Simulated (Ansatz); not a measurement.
Reaction (ligand exchange at the Si–O bond): `B[Si](F)(Cl)O[SiH3]` + `[SiH3][AlH][SH]` → `[SiH3][AlH][S][SiH3]` + `B[Si](O)(F)Cl`

Isolated molecules relaxed with PBE0-D4/def2-TZVP in Ansatz; ΔE leaves out vibrations. CCSD(T)/CBS adds triple-zeta CCSD(T) − MP2 to the extrapolated MP2 energy (def2 sets, frozen cores). Functionals use def2-TZVPP. B3LYP here is the variant with VWN-RPA as its local correlation; programs differ in this. One conformer a species, not always the lowest.

| level | ΔE (kJ/mol) | difference from CCSD(T)/CBS |
| --- | --- | --- |
| PBE-D4 | 25.4 | -15.3 |
| r2SCAN-D4 | 36.6 | -4.1 |
| ωB97X-V | 41.3 | 0.6 |
| r2SCAN | 37.1 | -3.6 |
| PBE0 | 32.1 | -8.6 |
| B3LYP | 50.4 | 9.7 |
| HF/def2-TZVPP | 66.5 | 25.8 |
| CCSD/def2-TZVPP | 48.2 | 7.5 |
| CCSD(T)/def2-TZVPP | 43.7 | 3.0 |
| MP2/def2-QZVPP | 39.0 | -1.7 |
| CCSD(T)/CBS | 40.7 | 0 |

Largest T1 diagnostic among the species: 0.013.

In def2-TZVPP, CCSD(T) changes the Hartree–Fock value by −22.7 kJ/mol (the triples alone add −4.5 kJ/mol) and MP2 by −26.6 kJ/mol. The D4 term adds −5.3 kJ/mol with B3LYP and −2.6 kJ/mol with PBE0; it sums over pairs of atoms, weighted by their polarisabilities, and B3LYP, whose exchange is more repulsive, gets the larger term.
